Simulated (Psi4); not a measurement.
NP, triplet, at a GFN2-xTB geometry (a higher spin typed on purpose: for a closed-shell molecule this is an excited state); BHHLYP/6-31G* run with Psi4.

Here is a job for Psi4.
```
memory 2 GB

molecule {
0 3
N    -0.00000000   -0.00000000   -1.04207804
P     0.00000000    0.00000000    0.48630309
}

set {
  basis 6-31g*
  reference uks
}

energy('bhhlyp')
print_variables()
```

It wrote (shortened):

```
   => Loading Basis Set <=

    Name: 6-31G*
    Role: ORBITAL
    Keyword: BASIS

         ---------------------------------------------------------
                                   SCF
               by Justin Turney, Rob Parrish, Andy Simmonett
                          and Daniel G. A. Smith
                              UKS Reference
         ---------------------------------------------------------

  ==> Geometry <==

    Molecular point group: c2v
    Full point group: C_inf_v

    Geometry (in Angstrom), charge = 0, multiplicity = 3:

       Center              X                  Y                   Z               Mass
    ------------   -----------------  -----------------  -----------------  -----------------
         N            0.000000000000     0.000000000000    -1.052535428693    14.003074004430
         P            0.000000000000     0.000000000000     0.475845701307    30.973761998420

  Running in c2v symmetry.

  Rotational constants: A = ************  B =      0.74835  C =      0.74835 [cm^-1]
  Rotational constants: A = ************  B =  22434.96648  C =  22434.96648 [MHz]
  Nuclear repulsion =   36.354549287290659

  Charge       = 0
  Multiplicity = 3
  Electrons    = 22
  Nalpha       = 12
  Nbeta        = 10

  ==> Algorithm <==

  SCF Algorithm Type is DF.
  DIIS enabled.
  MOM disabled.
  Fractional occupation disabled.
  Guess Type is SAD.
  Energy threshold   = 1.00e-06
  Density threshold  = 1.00e-06
  Integral threshold = 1.00e-12

  ==> Primary Basis <==

  Basis Set: 6-31G*
    Blend: 6-31G*
    Number of shells: 14
    Number of basis functions: 34
    Number of Cartesian functions: 34
    Spherical Harmonics?: false
    Max angular momentum: 2

  ==> DFT Potential <==

   => LibXC <=

    Version 7.1.2
    S. Lehtola, C. Steigemann, M. J. T. Oliveira, and M. A. L. Marques,  SoftwareX 7, 1–5 (2018) (10.1016/j.softx.2017.11.002)

   => Composite Functional: BHANDHLYP <=

    BHandHLYP Hyb-GGA Exchange-Correlation Functional

    A. D. Becke,  J. Chem. Phys. 98, 1372 (1993) (10.1063/1.464304)
    Defined through Gaussian implementation.

    Deriv               =              1
    GGA                 =           TRUE
    Meta                =          FALSE

    Exchange Hybrid     =           TRUE
    MP2 Hybrid          =          FALSE

   => Exchange Functionals <=

    0.5000         Becke 88

   => Exact (HF) Exchange <=

    0.5000               HF

   => Correlation Functionals <=

    1.0000   Lee, Yang & Parr

   => LibXC Density Thresholds  <==

    XC_HYB_GGA_XC_BHANDHLYP:  1.00E-15

   => Molecular Quadrature <=

    Radial Scheme          =       TREUTLER
    Pruning Scheme         =           NONE
    Nuclear Scheme         =       TREUTLER

    Blocking Scheme        =         OCTREE
    BS radius alpha        =              1
    Pruning alpha          =              1
    Radial Points          =             75
    Spherical Points       =            302
    Total Points           =          42510
    Total Blocks           =            386
    Max Points             =            256
    Max Functions          =             34
    Weights Tolerance      =       1.00E-15

   => Loading Basis Set <=

    Name: (6-31G* AUX)
    Role: JKFIT
    Keyword: DF_BASIS_SCF

  ==> Integral Setup <==

  SCF_SUBTYPE=INCORE selected. In-core MEM_DF algorithm will be used.
  Using in-core AOs.

  ==> MemDFJK: Density-Fitted J/K Matrices <==

    J tasked:                   Yes
    K tasked:                   Yes
    wK tasked:                   No
    Algorithm:                 Core
    Schwarz Cutoff:           1E-12
    Mask sparsity (%):       0.1730
    Fitting Condition:        1E-10

   => Auxiliary Basis Set <=

  Basis Set: (6-31G* AUX)
    Blend: CC-PVDZ-JKFIT
    Number of shells: 60
    Number of basis functions: 211
    Number of Cartesian functions: 211
    Spherical Harmonics?: false
    Max angular momentum: 3

[...]

                           Total Energy        Delta E     RMS |[F,P]|

   @DF-UKS iter SAD:  -395.34658441004041   -3.95347e+02   0.00000e+00
   @DF-UKS iter   1:  -395.65391139787266   -3.07327e-01   2.90903e-02 DIIS/ADIIS
   @DF-UKS iter   2:  -395.00629932388773    6.47612e-01   5.68093e-02 DIIS/ADIIS
   @DF-UKS iter   3:  -395.84024629546593   -8.33947e-01   9.30175e-03 DIIS/ADIIS
   @DF-UKS iter   4:  -395.86029126687680   -2.00450e-02   1.78388e-03 DIIS/ADIIS
   @DF-UKS iter   5:  -395.86220626821762   -1.91500e-03   6.78200e-04 DIIS/ADIIS
   @DF-UKS iter   6:  -395.86301078927613   -8.04521e-04   3.86800e-04 DIIS/ADIIS
   @DF-UKS iter   7:  -395.86337821998148   -3.67431e-04   2.36353e-04 DIIS/ADIIS
   @DF-UKS iter   8:  -395.86354293267442   -1.64713e-04   1.88098e-04 DIIS/ADIIS
   @DF-UKS iter   9:  -395.86367857395192   -1.35641e-04   1.29032e-04 DIIS/ADIIS
   @DF-UKS iter  10:  -395.86370774344380   -2.91695e-05   1.99112e-05 DIIS
   @DF-UKS iter  11:  -395.86370850922981   -7.65786e-07   5.86687e-06 DIIS
   @DF-UKS iter  12:  -395.86370852930509   -2.00753e-08   1.82121e-06 DIIS
   @DF-UKS iter  13:  -395.86370853563199   -6.32690e-09   7.63340e-07 DIIS
  Energy and wave function converged.

  ==> Post-Iterations <==

   Electrons on quadrature grid:
      Nalpha   =   11.9999994223 ; deviation = -5.777e-07
      Nbeta    =    9.9999996463 ; deviation = -3.537e-07
      Ntotal   =   21.9999990685 ; deviation = -9.315e-07

   @Spin Contamination Metric:   5.624993671E-02
   @S^2 Expected:                2.000000000E+00
   @S^2 Observed:                2.056249937E+00
   @S   Expected:                1.000000000E+00
   @S   Observed:                1.000000000E+00

    Orbital Energies [Eh]
    ---------------------

    Alpha Occupied:

[...]
    Alpha Virtual:

[...]
      18A1     3.640027

    Beta Occupied:

[...]
       2B2    -0.349648

    Beta Virtual:

[...]
    Final Occupation by Irrep:
             A1    A2    B1    B2
    DOCC [     6,    0,    2,    2 ]
    SOCC [     1,    0,    0,    1 ]
    NA   [     7,    0,    2,    3 ]
    NB   [     6,    0,    2,    2 ]

  @DF-UKS Final Energy:  -395.86370853563199

   => Energetics <=

    Nuclear Repulsion Energy =             36.3545492872906593
    One-Electron Energy =                -617.6283056602344459
    Two-Electron Energy =                 200.8467948201130184
    DFT Exchange-Correlation Energy =     -15.4367469828011874
    Empirical Dispersion Energy =           0.0000000000000000
    VV10 Nonlocal Energy =                  0.0000000000000000
    Total Energy =                       -395.8637085356319858

  UHF NO Occupations:
  HONO-2 :    2 B1 1.9774125
  HONO-1 :    7 A1 1.0000000
  HONO-0 :    3 B2 1.0000000
  LUNO+0 :    3 B1 0.0225875
  LUNO+1 :    4 B2 0.0028125
  LUNO+2 :    8 A1 0.0024224
  LUNO+3 :    9 A1 0.0005637

Computation Completed

Properties will be evaluated at   0.000000,   0.000000,   0.000000 [a0]

Properties computed using the SCF density matrix

 Multipole Moments:

 ------------------------------------------------------------------------------------
     Multipole            Electronic (a.u.)      Nuclear  (a.u.)        Total (a.u.)
 ------------------------------------------------------------------------------------

 L = 1.  Multiply by 2.5417464519 to convert [e a0] to [Debye]
 Dipole X            :          0.0000000            0.0000000            0.0000000
 Dipole Y            :          0.0000000            0.0000000            0.0000000
 Dipole Z            :          0.9189278           -0.4347551            0.4841727
 Magnitude           :                                                    0.4841727

 ------------------------------------------------------------------------------------

  Variable Map:
  ----------------------------------------------------------------------------
[...]
  Array Variable Map:
  ----------------------------------------------------------------------------
[...]
[...]
```
